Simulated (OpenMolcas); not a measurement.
Computed levels of 2s2 2p2 in ions with 6 electrons, in cm-1 above 3P0.

```yaml
Program: OpenMolcas
Method: RASSCF
Basis: ANO-RCC-VQZP
Scalar_Hamiltonian: DKH2, point nucleus
Spin-orbit_coupling: state interaction with AMFI integrals over the reference wave functions, term energies averaged over their components
```

Active space for each ion: 2 electrons in 9 orbitals (RAS2 2p; RAS3 3s 3d, at most 1 electron).

```csv
Level,C,O2+,F3+,Ne4+
3P1,15.7,111,222,402
3P2,46.9,328,653,1166
1D2,12625,22850,27882,32979
1S0,30969,56328,68610,80806
```

Problem. Estimate 3P2, 1D2, 1S0 for N+ from its neighbours C and O2+.

Solution. 3P2 is fine structure, which grows about as the fourth power of a screened charge, so the fourth roots are averaged: ((46.9^0.25 + 328^0.25) / 2)^4 = 139. The calculation gives 142, so the estimate is off by -2.1 %; the measured value is 131 (NIST Handbook of Basic Atomic Spectroscopic Data).
1D2 is another term, which grows about linearly with the charge: (12625 + 22850) / 2 = 17738. The calculation gives 17800, so the estimate is off by -0.3 %; the measured value is 15316 (NIST Handbook of Basic Atomic Spectroscopic Data).
1S0 is another term, which grows about linearly with the charge: (30969 + 56328) / 2 = 43648. The calculation gives 43858, so the estimate is off by -0.5 %; the measured value is 32689 (NIST Handbook of Basic Atomic Spectroscopic Data).

With the s shell closed, the reference lacks s² → p² mixing. Without dynamic correlation excited terms often stand tens of per cent too high (terms of higher spin than the ground term too low), and those without a measured partner can miss by more than the paired ones (holds for C; N+). No level of 2s2 2p 3d was computed, though it lies in the active space (holds for C). Computed and measured levels are paired by configuration, term and J; levels that our copy of the source lacks, or whose pairing is in doubt (as where it misses far off the trend of its configuration), stay unpaired and out of the deviations. Only configurations of the active space appear.
